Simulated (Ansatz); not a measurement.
Computed with frozen-core CCSD(T)/def2-TZVPP // B3LYP-D3(BJ)/def2-TZVP run with Ansatz (a first-principles code).

Ansatz 0.2 input:
```yaml
crystal:
  periodic: [false, false, false]
  atoms:
    - { symbol: C, position_ang: [2.069961, -0.259908, -0.047701] }
    - { symbol: C, position_ang: [0.769208, 0.217983, -0.687507] }
    - { symbol: C, position_ang: [-0.50679, -0.310935, -0.020599] }
    - { symbol: C, position_ang: [-1.739581, 0.079916, -0.835892] }
    - { symbol: C, position_ang: [-0.645739, 0.167027, 1.425421] }
    - { symbol: H, position_ang: [2.935685, 0.088693, -0.613811] }
    - { symbol: H, position_ang: [2.179521, 0.105293, 0.974561] }
    - { symbol: H, position_ang: [2.112093, -1.351805, -0.016282] }
    - { symbol: H, position_ang: [0.738533, 1.313729, -0.684366] }
    - { symbol: H, position_ang: [0.759237, -0.082175, -1.739989] }
    - { symbol: H, position_ang: [-0.443148, -1.406361, -0.009344] }
    - { symbol: H, position_ang: [-1.670377, -0.288863, -1.861516] }
    - { symbol: H, position_ang: [-1.844962, 1.167742, -0.879513] }
    - { symbol: H, position_ang: [-2.652551, -0.324106, -0.393424] }
    - { symbol: H, position_ang: [-0.677295, 1.259851, 1.46724] }
    - { symbol: H, position_ang: [0.184017, -0.167343, 2.04906] }
    - { symbol: H, position_ang: [-1.56781, -0.208735, 1.873659] }
basis:
  gaussian: { orbitals: def2-TZVPP }
correlation:
  method: ccsd_t
```

Output:

```
Functional definition: HF
1849 factors; integrals over basis functions are off by at most 1.1e-3 eV
mean field evaluation 1: about -5339.5498 eV, gradient 4.1e1 eV
mean field evaluation 2: about -5339.7554 eV, gradient 4.1e1 eV
mean field evaluation 4: about -5344.4323 eV, gradient 4.4e0 eV
mean field evaluation 8: about -5344.4989 eV, gradient 2.1e-1 eV
mean field evaluation 16: about -5343.5112 eV, gradient 1.7e1 eV
mean field -5344.49908494 eV, -196.4067187400 hartree, gradient 2.4e-6 eV, S^2 0.000000; 0 other end points of the search recorded, 0 dependent functions left out
5 core orbitals not correlated
reference -5344.49908494 eV, -196.4067187400 hartree; 16, 16 occupied and 302, 302 virtual orbitals, 1849 factors
second order -24.32654313 eV of doubles, -0.00000000 eV of singles
cycle   1  -25.32159549 eV  change    -1.0e0 eV  update   9.0e-2
cycle   2  -25.90890687 eV  change   -5.9e-1 eV  update   2.5e-2
cycle   3  -25.98543134 eV  change   -7.7e-2 eV  update   8.8e-3
cycle   4  -25.98409586 eV  change    1.3e-3 eV  update   2.0e-3
cycle   5  -25.98462206 eV  change   -5.3e-4 eV  update   5.7e-4
cycle   6  -25.98477161 eV  change   -1.5e-4 eV  update   1.5e-4
cycle   7  -25.98476064 eV  change    1.1e-5 eV  update   3.9e-5
perturbative correction -0.98974996 eV, -0.0363726401 hartree
Total energy: -5371.47359554 eV, -197.3980137206 hartree
```

Cost: roughly 29 core-minutes.
